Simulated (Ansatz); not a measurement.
Species: sum formula H$_{7}$Si$_{3}$NOClF (charge 0, singlet). 
Geometry from a B3LYP-D3(BJ)/def2-TZVP (Ansatz, a program for electronic structure) optimisation:
```
Si
F 1 1.5904
O 1 1.6103 2 109.89
Si 3 1.6510 1 144.52 2 -84.75
N 1 1.6902 2 110.65 3 120.74
H 5 1.0110 1 114.22 2 -126.75
Si 5 1.7397 6 117.15 1 176.61
H 7 1.4766 5 106.61 6 -179.93
H 4 1.4767 3 107.17 1 168.54
H 4 1.4781 9 110.07 3 -118.93
H 4 1.4781 9 110.24 10 -121.41
H 7 1.4809 8 110.20 5 120.24
H 7 1.4813 8 110.00 12 119.10
Cl 1 2.0542 2 104.38 3 -117.81
```
Charge 0, spin multiplicity 1.

Dipole moments at this geometry, in debye (magnitudes).

```json
[
 {"level": "PBE/def2-TZVPD", "program": "Ansatz", "dipole (D)": "2.13"},
 {"level": "revPBE/def2-TZVPD", "program": "Ansatz", "dipole (D)": "2.12"},
 {"level": "r2SCAN/def2-TZVPD", "program": "Ansatz", "dipole (D)": "2.17"},
 {"level": "B97M-V/def2-TZVPD", "program": "Ansatz", "dipole (D)": "2.16"},
 {"level": "PBE0/def2-TZVPD", "program": "Ansatz", "dipole (D)": "2.19"},
 {"level": "BHLYP/def2-TZVPD", "program": "Ansatz", "dipole (D)": "2.23"},
 {"level": "r2SCANh/def2-TZVPD", "program": "Ansatz", "dipole (D)": "2.18"},
 {"level": "r2SCAN0/def2-TZVPD", "program": "Ansatz", "dipole (D)": "2.21"},
 {"level": "HSE06/def2-TZVPD", "program": "Ansatz", "dipole (D)": "2.19"},
 {"level": "CAM-B3LYP/def2-TZVPD", "program": "Ansatz", "dipole (D)": "2.20"},
 {"level": "LC-wPBE/def2-TZVPD", "program": "Ansatz", "dipole (D)": "2.21"},
 {"level": "wB97M-V/def2-TZVPD", "program": "Ansatz", "dipole (D)": "2.17"},
 {"level": "wB97X-V/def2-TZVPD", "program": "Ansatz", "dipole (D)": "2.19"},
 {"level": "CCSD(T)/aug-cc-pV(D+d)Z", "program": "Ansatz", "dipole (D)": "2.18"}
]
```
